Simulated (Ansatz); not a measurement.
`C=C[CH2][SnH3]` + `CC(C)C` → `C=CC(C)(C)C` + `[CH3][SnH3]`  (formal exchange of groups at a C–C bond)

Computed with Ansatz on PBE0-D4/def2-TZVP structures; ΔE is electronic, products minus reactants. CCSD(T)/CBS is the MP2 limit (def2-TZVPP, def2-QZVPP) plus CCSD(T) − MP2 in def2-TZVPP, frozen cores. Functionals use def2-TZVPP. B3LYP here is the variant with VWN-RPA as its local correlation; programs differ in this. HSE06 is defined as in plane-wave codes. Elements past krypton have def2 core potentials. For Sn outer-core shells are correlated without core-valence functions, which leaves a few kJ/mol of doubt a bond. Each species was taken in one conformer, which may not be the lowest.

```
             level  ΔE (kJ/mol)  difference from CCSD(T)/CBS
       LDA (SPW92)         -7.7                          1.1
         revPBE-D4         -4.1                          4.7
           BLYP-D4         -1.1                          7.7
         r2SCAN-D4         -4.9                          3.9
            B97M-V         -6.5                          2.3
           PBE0-D4         -3.4                          5.4
          B3LYP-D4         -2.1                          6.7
        r2SCANh-D4         -5.2                          3.6
        r2SCAN0-D4         -5.8                          3.0
          HSE06-D4         -2.7                          6.1
      CAM-B3LYP-D4         -5.2                          3.6
           ωB97X-V         -8.0                          0.8
           ωB97M-V         -9.2                         -0.4
            B2PLYP         -2.7                          6.1
               PBE          2.7                         11.5
            revPBE          7.6                         16.4
              BLYP          7.1                         15.9
            r2SCAN         -3.5                          5.3
              PBE0          0.0                          8.8
             B3LYP          3.8                         12.6
           r2SCAN0         -4.3                          4.5
             HSE06          0.4                          9.2
             BHLYP          0.0                          8.8
         CAM-B3LYP         -1.9                          6.9
RPA@PBE/def2-TZVPP         -9.9                         -1.1
       HF/def2-SVP          1.4                         10.2
      MP2/def2-SVP        -10.6                         -1.8
     CCSD/def2-SVP         -6.8                          2.0
  CCSD(T)/def2-SVP         -8.5                          0.3
     HF/def2-TZVPP          1.2                         10.0
    MP2/def2-TZVPP        -12.2                         -3.4
SCS-MP2/def2-TZVPP         -9.3                         -0.5
   CCSD/def2-TZVPP         -8.4                          0.4
CCSD(T)/def2-TZVPP        -10.1                         -1.3
     HF/def2-QZVPP          1.3                         10.1
    MP2/def2-QZVPP        -11.4                         -2.6
SCS-MP2/def2-QZVPP         -8.6                          0.2
      HF/CBS(def2)          1.3                         10.1
     MP2/CBS(def2)        -10.9                         -2.1
    CCSD/CBS(def2)         -7.1                          1.7
       CCSD(T)/CBS         -8.8                            0
```

Largest T1 diagnostic among the species: 0.012.

From BLYP to BHLYP (50 % exact exchange), in def2-TZVPP and without D4, ΔE moves by −7.2 kJ/mol. The D4 term adds −5.9 kJ/mol with B3LYP and −3.4 kJ/mol with PBE0; it sums over pairs of atoms, weighted by their polarisabilities, and B3LYP, whose exchange is more repulsive, gets the larger term.
